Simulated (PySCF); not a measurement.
## Nuclear quadrupole coupling in `O=C([SiH3])C#C[Si@H]([SiH3])P`

Species: C₃H₉OPSi₃.
Structure used (GFN2-xTB), in Å, numbered top down from 1:
```
atom  x, y, z in Å
O1     3.032    0.333    2.181
C2     2.639   -0.016    1.086
Si3    3.856   -0.677   -0.265
C4     1.276    0.004    0.676
C5     0.151   -0.031    0.221
Si6   -1.614   -0.075   -0.339
Si7   -2.737    1.839    0.382
P8    -2.352   -2.046    0.474
H9     3.622    0.107   -1.478
H10    5.203   -0.507    0.264
H11    3.517   -2.081   -0.494
H12   -1.555   -0.284   -1.799
H13   -2.558    2.932   -0.574
H14   -2.266    2.291    1.691
H15   -4.179    1.587    0.498
H16   -3.691   -1.726    0.321
H17   -2.353   -1.640    1.797
```

Field gradients from the PBE0/pcSseg-1 density (PySCF, non-relativistic), principal values in atomic units, ordered |Vxx| ≤ |Vyy| ≤ |Vzz|:

```json
{"atom": "O1", "Vxx": "0.5415", "Vyy": "1.6818", "Vzz": "-2.2233"}
```

Problem. Find the asymmetry η = (Vxx − Vyy)/Vzz and the couplings χ = eQV/h (234.96 MHz × Q in barn × V in au), with Q(17O) = −0.0256 b.

Solution. 
```
atom      environment  nucleus     η  χzz (MHz)  χxx (MHz)  χyy (MHz)
  O1  carbonyl oxygen      17O  0.51      13.37      -3.26     -10.12
```

Problem. What is Vzz at O1 in SI units (1 au = 9.71736 × 10²¹ V/m²)?

Solution. -2.2233 au = -21.605 × 10²¹ V/m².

Problem. What couplings would deuterons (Q(2H) = 0.00286 b) have in place of the hydrogens, at this geometry?

Solution. 
| atom | bonded to | bond length (Å) | Vzz (au) | η | χzz (kHz) |
| --- | --- | --- | --- | --- | --- |
| H9 | Si3 | 1.463 | 0.1618 | 0.02 | 109 |
| H10 | Si3 | 1.458 | 0.1652 | 0.01 | 111 |
| H11 | Si3 | 1.462 | 0.1628 | 0.01 | 109 |
| H12 | Si6 | 1.476 | 0.1534 | 0.01 | 103 |
| H13 | Si7 | 1.463 | 0.1638 | 0.00 | 110 |
| H14 | Si7 | 1.463 | 0.1634 | 0.00 | 110 |
| H15 | Si7 | 1.468 | 0.1605 | 0.01 | 108 |
| H16 | P8 | 1.385 | 0.2118 | 0.07 | 142 |
| H17 | P8 | 1.384 | 0.2128 | 0.06 | 143 |

One conformer (not necessarily the lowest) at the GFN2-xTB geometry, without solvent, vibrations or thermal averaging. GFN2-xTB bond lengths can be off by several hundredths of an ångström, more for odd bonds, and the gradients follow them. With so small a basis the couplings can be 20 % off.

These values come from a run that also computed NMR shieldings. On one thread, Arm Neoverse N1 (aarch64), on a shared host, this took 86 s of wall time and 0.93 GiB of memory at its peak.
